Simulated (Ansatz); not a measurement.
Program: Ansatz. Geometries: PBE0-D4/def2-TZVP. ΔE: electronic, gas phase. CBS: MP2 limit from def2 TZ/QZ plus the TZ coupled-cluster correction, frozen cores. This one scheme is used for every species. Functionals use def2-TZVPP. B3LYP here is the variant with VWN-RPA as its local correlation; programs differ in this. def2 core potentials past Kr. For Sn outer-core shells are correlated without core-valence functions, which leaves a few kJ/mol of doubt a bond. One conformer a species, not always the lowest.

`O[SiH2][SnH2][Cl]` + `O[Si](O)(O)O` → `O[SiH2]O[Si](O)(O)O` + `[Cl][SnH3]`  (cleavage of the Si–Sn bond)

```json
{"level": "PBE-D4", "ΔE (kJ/mol)": "-82.1", "difference from CCSD(T)/CBS": "21.9"}
{"level": "PBE0-D4", "ΔE (kJ/mol)": "-92.7", "difference from CCSD(T)/CBS": "11.3"}
{"level": "B3LYP-D4", "ΔE (kJ/mol)": "-104.7", "difference from CCSD(T)/CBS": "-0.7"}
{"level": "r2SCAN", "ΔE (kJ/mol)": "-101.7", "difference from CCSD(T)/CBS": "2.3"}
{"level": "MP2/def2-TZVPP", "ΔE (kJ/mol)": "-110.7", "difference from CCSD(T)/CBS": "-6.7"}
{"level": "SCS-MP2/def2-TZVPP", "ΔE (kJ/mol)": "-116.1", "difference from CCSD(T)/CBS": "-12.1"}
{"level": "CCSD(T)/def2-TZVPP", "ΔE (kJ/mol)": "-111.8", "difference from CCSD(T)/CBS": "-7.8"}
{"level": "SCS-MP2/def2-QZVPP", "ΔE (kJ/mol)": "-112.8", "difference from CCSD(T)/CBS": "-8.8"}
{"level": "MP2/CBS(def2)", "ΔE (kJ/mol)": "-102.9", "difference from CCSD(T)/CBS": "1.1"}
{"level": "CCSD/CBS(def2)", "ΔE (kJ/mol)": "-107.1", "difference from CCSD(T)/CBS": "-3.1"}
{"level": "CCSD(T)/CBS", "ΔE (kJ/mol)": "-104.0", "difference from CCSD(T)/CBS": "0"}
```

Largest T1 diagnostic among the species: 0.012.

From PBE to PBE0 (25 % exact exchange), in def2-TZVPP and without D4, ΔE moves by −10.7 kJ/mol. In def2-TZVPP, CCSD(T) changes the Hartree–Fock value by +22.3 kJ/mol (the triples alone add +3.1 kJ/mol) and MP2 by +23.4 kJ/mol.
